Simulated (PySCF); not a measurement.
A geometry optimisation, step by step.

Compound: CH7O2PSi.
SMILES with atom numbers: `[CH3:1][O:2][Si@@H:3]([OH:4])[PH2:5]` (hydrogens: H6, H7, H8 on C1; H9 on Si3; H10 on O4; H11, H12 on P5)

Method: PBE0-D3(BJ)/def2-SVP geometry optimisation, gas phase in PySCF; density fitting, grid level 1; the optimiser is geomeTRIC in internal coordinates, started from a GFN2-xTB structure with every atom displaced at random (about 0.01 Å). 8 of its 30 geometries are shown. The frame can shift and turn from step to step; on so coarse a grid that alone can change the energy by a few meV, and forces under 0.02 eV/Å are noise.

Step 0: E = -22391.5137 eV, largest atomic force 1.867 eV/Å
```
atom  x, y, z in Å  |  force x, y, z in eV/Å
C1     -1.914   -0.833    0.319   -0.716   1.412  -0.439
O2     -0.546   -0.797    0.425    0.193  -0.990   0.530
Si3     0.442    0.331   -0.154    1.542  -0.056   0.246
O4     -0.082    1.800    0.277   -1.614  -0.303   0.336
P5      2.354   -0.138    0.925   -0.812   0.633   1.558
H6     -2.233   -1.131   -0.687   -0.170  -0.285  -0.224
H7     -2.314   -1.509    1.055   -0.426  -0.559   0.501
H8     -2.331    0.191    0.490   -0.099  -0.491   0.070
H9      0.510    0.316   -1.594    0.060  -0.202  -1.109
H10     0.436    2.568    0.335    1.015   1.415   0.110
H11     3.151    0.527    0.032    0.888   0.754  -0.919
H12     2.566   -1.352    0.334    0.139  -1.327  -0.660
```

Step 4: E = -22391.7933 eV, largest atomic force 0.054 eV/Å
```
atom  x, y, z in Å  |  force x, y, z in eV/Å
C1     -1.683   -0.606    0.081   -0.030   0.005  -0.044
O2     -0.290   -0.610    0.245   -0.003   0.001   0.047
Si3     0.747    0.529   -0.344    0.035  -0.003  -0.019
O4      0.136    2.017    0.067   -0.040  -0.014   0.012
P5      2.707    0.121    0.693   -0.023   0.005   0.035
H6     -1.972   -0.879   -0.951    0.007   0.003   0.002
H7     -2.120   -1.349    0.764   -0.002  -0.009   0.007
H8     -2.120    0.380    0.313    0.004  -0.005   0.010
H9      0.837    0.427   -1.833   -0.002  -0.010  -0.014
H10     0.719    2.778    0.099    0.028   0.034  -0.002
H11     3.453    0.843   -0.291    0.022   0.022  -0.019
H12     2.870   -1.122    0.010    0.005  -0.028  -0.015
```

Step 8: E = -22391.7992 eV, largest atomic force 0.184 eV/Å
```
atom  x, y, z in Å  |  force x, y, z in eV/Å
C1     -1.694   -0.600    0.031    0.092  -0.050   0.090
O2     -0.347   -0.511    0.425   -0.028   0.055  -0.083
Si3     0.735    0.536   -0.259   -0.102   0.007   0.032
O4      0.200    2.082    0.053    0.182  -0.008  -0.025
P5      2.698    0.099    0.761    0.030  -0.015  -0.095
H6     -1.794   -0.799   -1.052   -0.014   0.006  -0.014
H7     -2.163   -1.433    0.577    0.001   0.014  -0.026
H8     -2.246    0.325    0.270   -0.010   0.010  -0.016
H9      0.778    0.306   -1.739   -0.010   0.016   0.029
H10     0.831    2.803   -0.034   -0.102  -0.061   0.004
H11     3.439    0.849   -0.215   -0.045  -0.040   0.059
H12     2.847   -1.127    0.033    0.006   0.067   0.044
```

Step 12: E = -22391.8026 eV, largest atomic force 0.029 eV/Å
```
atom  x, y, z in Å  |  force x, y, z in eV/Å
C1     -1.699   -0.625   -0.001   -0.027   0.004  -0.009
O2     -0.384   -0.458    0.456    0.002  -0.006  -0.012
Si3     0.726    0.546   -0.236    0.018  -0.004   0.002
O4      0.250    2.113    0.042   -0.015   0.004   0.021
P5      2.665    0.096    0.820   -0.007   0.006   0.010
H6     -1.745   -0.761   -1.097    0.005  -0.003   0.006
H7     -2.127   -1.522    0.472   -0.003  -0.006   0.004
H8     -2.330    0.240    0.264    0.004  -0.005   0.003
H9      0.763    0.286   -1.710    0.006  -0.004  -0.001
H10     0.874    2.824   -0.121    0.004   0.011  -0.017
H11     3.417    0.892   -0.103    0.012   0.009  -0.002
H12     2.874   -1.101    0.067    0.001  -0.006  -0.005
```

Step 17: E = -22391.8115 eV, largest atomic force 0.078 eV/Å
```
atom  x, y, z in Å  |  force x, y, z in eV/Å
C1     -1.632   -0.768   -0.057    0.074  -0.004   0.024
O2     -0.300   -0.597    0.353   -0.038   0.005   0.011
Si3     0.742    0.541   -0.228   -0.030  -0.007  -0.028
O4      0.088    2.038    0.073   -0.017   0.009   0.046
P5      2.626    0.235    0.960    0.008  -0.007   0.033
H6     -1.728   -0.806   -1.157   -0.001  -0.002  -0.015
H7     -2.005   -1.720    0.350    0.000   0.007  -0.002
H8     -2.276    0.045    0.318   -0.001   0.012  -0.006
H9      0.916    0.367   -1.707    0.007   0.020  -0.002
H10     0.438    2.804   -0.389    0.003  -0.021  -0.034
H11     3.338    1.225    0.209   -0.007  -0.006  -0.015
H12     3.079   -0.835    0.128    0.000  -0.007  -0.011
```

Step 21: E = -22391.8271 eV, largest atomic force 0.087 eV/Å
```
atom  x, y, z in Å  |  force x, y, z in eV/Å
C1     -1.493   -0.900   -0.111   -0.033  -0.024  -0.048
O2     -0.169   -0.710    0.313    0.020   0.065  -0.049
Si3     0.748    0.578   -0.181    0.053  -0.059   0.035
O4     -0.025    2.000    0.192   -0.009   0.040   0.058
P5      2.631    0.414    1.029   -0.026  -0.002  -0.007
H6     -1.552   -1.120   -1.194    0.013   0.000   0.021
H7     -1.920   -1.758    0.430   -0.005  -0.003   0.020
H8     -2.118   -0.013    0.093   -0.001  -0.007   0.018
H9      0.940    0.541   -1.667    0.001  -0.010  -0.013
H10    -0.186    2.614   -0.528   -0.021   0.015  -0.030
H11     3.254    1.477    0.302    0.005   0.008  -0.008
H12     3.176   -0.594    0.176    0.004  -0.023   0.003
```

Step 25: E = -22391.8338 eV, largest atomic force 0.044 eV/Å
```
atom  x, y, z in Å  |  force x, y, z in eV/Å
C1     -1.452   -0.947   -0.138    0.030   0.026   0.018
O2     -0.152   -0.660    0.297   -0.006  -0.006   0.016
Si3     0.747    0.649   -0.173   -0.020   0.004  -0.004
O4      0.013    2.083    0.242    0.011  -0.010  -0.010
P5      2.628    0.466    1.028    0.001  -0.002   0.013
H6     -1.467   -1.272   -1.194   -0.010   0.001  -0.013
H7     -1.862   -1.763    0.476    0.006  -0.004  -0.008
H8     -2.122   -0.074   -0.034   -0.006   0.001  -0.001
H9      0.911    0.628   -1.664    0.004   0.014  -0.003
H10    -0.377    2.597   -0.471   -0.006  -0.010   0.003
H11     3.311    1.448    0.244   -0.007  -0.006  -0.009
H12     3.108   -0.625    0.239    0.002  -0.008  -0.002
```

Step 29: E = -22391.8365 eV, largest atomic force 0.023 eV/Å
```
atom  x, y, z in Å  |  force x, y, z in eV/Å
C1     -1.463   -0.891   -0.145   -0.005  -0.001  -0.006
O2     -0.183   -0.602    0.343   -0.002   0.005  -0.011
Si3     0.759    0.663   -0.164    0.005  -0.022   0.005
O4      0.098    2.142    0.205    0.001   0.019   0.012
P5      2.628    0.445    1.049   -0.001   0.001  -0.004
H6     -1.472   -1.008   -1.246    0.001   0.001   0.003
H7     -1.809   -1.837    0.297   -0.002   0.000   0.002
H8     -2.191   -0.104    0.123    0.001   0.000   0.002
H9      0.910    0.583   -1.654    0.003  -0.002   0.000
H10    -0.383    2.594   -0.494   -0.003  -0.002  -0.001
H11     3.382    1.293    0.179    0.000   0.002  -0.002
H12     3.009   -0.748    0.359    0.003  -0.001  -0.001
```

**Question.** Summarise the path.

**Answer.** The energy falls by 0.3228 eV from step 0 to step 29; nine tenths of that is first reached at step 15. It falls at every step. The largest force goes from 1.867 to 0.023 eV/Å. Among the bonds P5–H12 changes most, from 1.367 to 1.429 Å; the atoms move by 0.328 Å rms after alignment.

The cost below is that of the whole optimisation. On one thread, Arm Neoverse V1 (aarch64), shared host with 32 logical CPUs at a one-minute load of 20, this took 2.5 min wall and 0.46 GiB of memory at its peak.
